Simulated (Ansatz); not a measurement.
A nudged elastic band was laid between two geometries of CH4S2Si (8 atoms, charge 0, multiplicity 1).

Computed with Ansatz, RKS B3LYP-D4/def2-SVP.

```yaml
movable_images: 7
climbing_image: yes
spring: 5.0 eV/Å²
optimiser: quadratic models (default)
start_path: IDPP
force_threshold: 0.05 eV/Å
iteration_limit: 60
end_points: relaxed
```

Initial state:

```xyz
8
Properties=species:S:1:pos:R:3
C -0.549 0.917 -0.363
Si 0.092 -0.661 0.393
S 2.142 -0.775 0.948
S 1.335 -1.930 -0.776
H -1.459 0.720 -0.955
H -0.807 1.646 0.423
H 0.217 1.355 -1.020
H -0.879 -1.329 1.294
```

Final state:

```xyz
8
Properties=species:S:1:pos:R:3
C -0.561 0.876 -0.441
Si 0.077 -0.714 0.292
S 1.694 -0.634 1.671
S 1.947 -1.477 -0.375
H -1.273 1.361 0.247
H 0.278 1.562 -0.630
H -1.086 0.681 -1.391
H -0.985 -1.712 0.572
```

Problem. What changes between the two ends?

Solution. No bond is made or broken. The dihedral H7–C1–Si2–S3 goes from 37 to 158°. The two ends are copies of one structure, up to a mirror image or an exchange of like atoms.

Problem. What energy profile does the band end with?

Solution. The forces met the threshold. The highest image is number 4 of 0 to 8, 0.057 eV above the ends, which have the same energy within 2 meV. A vibrational analysis at the climbing image gives one clearly imaginary mode, 149i cm⁻¹: a first-order saddle point.

```tsv
image	path coordinate (Å)	energy (eV)	dihedral H7–C1–Si2–S3 (°)
0	0.00	0.000	37
1	0.39	0.008	52
2	0.79	0.029	67
3	1.18	0.049	81
4	1.58	0.057	96
5	1.97	0.048	112
6	2.37	0.028	127
7	2.77	0.008	142
8	3.16	0.000	158
```

Problem. What is the geometry of the highest image?

Solution. 
```xyz
8
Properties=species:S:1:pos:R:3:forces:R:3
C -0.564 0.890 -0.426 -0.03 0.01 -0.01
Si 0.072 -0.700 0.331 -0.01 -0.01 0.00
S 1.859 -0.659 1.484 0.01 0.00 0.01
S 1.784 -1.639 -0.513 0.01 -0.01 -0.01
H -1.665 0.926 -0.400 0.01 0.01 -0.01
H -0.166 1.757 0.124 0.00 0.00 0.01
H -0.229 0.973 -1.471 0.00 -0.01 0.00
H -0.998 -1.605 0.815 0.00 0.00 0.00
```

Problem. What are the harmonic wavenumbers there?

Solution. 149i, 168, 214, 382, 448, 562, 593, 726, 751, 787, 896, 1266, 1423, 1430, 2256, 3040, 3138, 3140 cm⁻¹.

The band took 3 iterations and roughly 50 core-seconds.

The run took 50 s on 1 thread of AMD EPYC 9R45 96-Core Processor (Zen 5), with other jobs on the host, peak memory 0.2 GiB.
